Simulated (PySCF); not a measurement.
# Electron correlation in C²⁺ (carbon, charge +2)

[He] 2s1 2p1, 2s spin antiparallel (an excited configuration). All numbers are calculated (PySCF 2.14, scalar relativity by spin-free X2C-1e, in x2c-TZVPPall with one added diffuse shell each of s, p, d type (6s4p3d1f, 40 functions)). Frozen: 1s2; 2 electrons correlated.

Total MP2 correlation energy: -35.43 mhartree.

Same-spin part 0.00 and opposite-spin part -35.43 mhartree; SCS-MP2 scales them by 1/3 and 6/5 to -42.51 mhartree.
